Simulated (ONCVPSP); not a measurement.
Building the ONCV potential for vanadium (LDA (Perdew-Wang 92), scalar-relativistic).

```json
{"Element": "vanadium", "Generator": "ONCVPSP 4.0.1", "Type": "optimised norm-conserving Vanderbilt (ONCV)", "Functional": "LDA (Perdew-Wang 92)", "Relativity": "scalar-relativistic", "Frozen core": "[Ne]", "Valence charge": "13", "Reference configuration": "3s2 3p6 3d3 4s2", "Partial waves": "3s+4s: rc 1.90 bohr, ncon 4, nbas 7, qcut 7.6 1/bohr, 2 projectors; 3p: rc 1.55 bohr, ncon 5, nbas 8, qcut 10.9 1/bohr, 2 projectors, debl 0.5 Ha; 3d: rc 1.85 bohr, ncon 4, nbas 9, qcut 7.3 1/bohr, 2 projectors, debl 3.9 Ha", "Local potential": "polynomial inside 1.20 bohr (lpopt 5, dvloc0 6 Ha)", "Core correction": "Teter function, fcfact 2.25, rcfact 1.5"}
```

In the p channel the program set the typed energies aside and used -1.615, 0.250 Ha.

- Cutoffs needed: 23 Ha and 28 Ha (the cutoffs (Ha) at which the residual kinetic energy of the hardest occupied pseudo-wave falls to 1 and 0.1 mHa per electron)
- Ghost test: no bound ghost flagged; no localised positive-energy state flagged
- Largest excitation error: +78 meV (all-electron minus pseudo) for 3s2 3p6 3d2 4s0, out of 4 test configurations
- rms error of d²Exc/dni dnj: 3.36 mHa without and 1.06 mHa with the model core
